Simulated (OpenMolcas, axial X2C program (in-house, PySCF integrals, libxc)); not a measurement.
## One splitting, several methods: ²Π3/2 − ²Π1/2

Computed with an axial X2C code built on PySCF integrals: two-component X2C with atomic mean-field Coulomb and Gaunt terms, Dyall basis sets with cores contracted in-house. The CASPT2 rows were computed with OpenMolcas 26.06 (scalar X2C, spin–orbit state interaction with atomic mean-field integrals). Vertical splittings E(Ω = 3/2) − E(Ω = 1/2) of the lowest ²Π state.

Correlated electrons in EOM-CCSD (inner shells frozen, about 90 virtual spinors): HCl 8, SiCl⁺ 10, GeH⁺ 14.

| molecule | method | R (Å) | splitting (cm⁻¹) |
| --- | --- | --- | --- |
| HCl⁺ | PBE0 determinants, 2c, av3z/v3z | 1.310 | -656 |
| SiCl | PBE0 determinants, 2c, v3z/v3z | 2.081 | 220 |
| CCl | PBE0 determinants, 2c, av3z/v3z | 1.654 | 156 |
| GeH | PBE0 determinants, 2c, cv3z/v3z | 1.598 | 945 |

The other methods give:

```
molecule                                                  method  R (Å)  splitting (cm⁻¹)
    HCl⁺  CAS(5,4), XMS-CASPT2, RASSI (OpenMolcas, ANO-RCC-VTZP)  1.332              -600
    HCl⁺                      EOM-IP-CCSD from HCl, 2c, av3z/v3z  1.282              -628
    SiCl  CAS(9,7), XMS-CASPT2, RASSI (OpenMolcas, ANO-RCC-VTZP)  2.110               172
    SiCl                   EOM-EA-CCSD from SiCl⁺, 2c, av3z/av3z  2.080               218
     CCl  CAS(9,7), XMS-CASPT2, RASSI (OpenMolcas, ANO-RCC-VTZP)  1.672               124
     GeH  CAS(5,5), XMS-CASPT2, RASSI (OpenMolcas, ANO-RCC-VTZP)  1.603               822
     GeH                   EOM-EA-CCSD from GeH⁺, 2c, acv3z/av3z  1.598               848
```

The distances differ by up to 0.05 Å between runs. Collinear functionals lack a current term; state interaction in a small space lacks spinor relaxation, which matters for heavy atoms, and ANO-RCC sets lack diffuse functions for anions; a negative value is an inverted multiplet.

(1) By what ratio do the methods differ, for splittings above 30 cm⁻¹?

Results:

(1) HCl⁺: CASPT2 over PBE0 0.91; HCl⁺: EOM-IP-CCSD over PBE0 0.96; SiCl: CASPT2 over PBE0 0.78; SiCl: EOM-EA-CCSD over PBE0 0.99; CCl: CASPT2 over PBE0 0.79; GeH: CASPT2 over PBE0 0.87; GeH: EOM-EA-CCSD over PBE0 0.90.
